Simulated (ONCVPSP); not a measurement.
## Building the ONCV potential for chlorine (Cl) (revPBE, scalar-relativistic).

ONCVPSP 4.0.1 input, shortened (lines: element, Z, core and valence counts, functional; n l f; lmax; l rc ep ncon nbas qcut; lloc lpopt rc5 dvloc0; l nproj debl; icmod fcfact rcfact), revPBE, scalar-relativistic:

```
  Cl 17.00    3    2  -102130      upf
    1    0    2.00
    2    0    2.00
    2    1    6.00
    3    0    2.00
    3    1    5.00
    2
    0    1.40    0.00    4    7    5.00
    1    1.10    0.00    4    8    7.60
    2    1.50    0.05    4    9    6.40
    4    5    0.75    4.00
    0    2    3.50
    1    2    1.70
    2    2    3.20
    2    0.65    1.00
```

Poles of the logarithmic derivatives, all-electron (AE) and pseudo (PS). s: poles at 2.2 (AE) and 2.2 (PS) Ha. p: poles at no energy (AE) and no energy (PS) Ha. d: poles at 2.5 (AE) and 2.5 (PS) Ha. Test radii: s 1.42, p 1.12, d 1.53 bohr.

- Cutoffs needed: 25 Ha and 149 Ha (the cutoffs (Ha) at which the residual kinetic energy of the hardest occupied pseudo-wave falls to 1 and 0.1 mHa per electron) The cutoffs count occupied waves only; projector 2 of the p channel, the hardest unoccupied one, needs 143 Ha at the loose tolerance.
- Ghost test: no bound ghost flagged; GHOST(+) flagged for s at 191.7 eV
- Largest excitation error: +47 meV (all-electron minus pseudo) for 3s2 3p2, out of 4 test configurations
- rms error of d²Exc/dni dnj: 0.76 mHa without and 0.57 mHa with the model core
